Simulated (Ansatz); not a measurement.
CH$_{7}$GaSi$_{2}$, relaxed with RKS PBE-D4/def2-SVP in Ansatz 0.2.0 from a rough embedded geometry. The force threshold is 0.03 eV/Å; the program also tests the step.

The species carries charge 0 and has multiplicity 1. The bonds changed during the relaxation, so this is another structure than the one it started from.

Start:

```xyz
11

C    -0.302   -1.283    0.815
Si    0.349   -0.290   -0.559
Si   -0.508    1.732   -0.398
Ga    1.867    0.626   -1.611
H     0.002   -0.895    1.793
H    -1.411   -1.413    0.792
H     0.115   -2.346    0.761
H    -0.091   -0.881   -1.849
H     0.026    2.455    0.821
H    -1.988    1.667   -0.226
H     1.943    0.629   -0.338
```

(1) By how much does the energy fall, and how many steps does the optimiser take? (Estimate.)

(2) Which bonds change most? (Best estimate.)

(3) Give the relaxed structure. (An estimate is asked.)

## Answers

(1) Computed: 149.29 kcal/mol, in 17 steps.

(2) Ansatz gave: Si2–H11 from 1.853 to 1.513 Å; Si3–Ga4 from 2.887 to 2.602 Å; Si2–Si3 from 2.202 to 2.359 Å; C1–Si2 from 1.816 to 1.899 Å.

(3) Ansatz gave: 
```xyz
11

C    -0.424   -1.451    1.061
Si    0.455   -0.573   -0.376
Si   -0.076    1.718   -0.557
Ga    1.220    3.051   -2.377
H    -0.145   -0.984    2.026
H    -1.525   -1.372    0.948
H    -0.151   -2.526    1.099
H     0.114   -1.256   -1.681
H     0.163    2.311    0.822
H    -1.582    1.798   -0.759
H     1.951   -0.716   -0.207
```
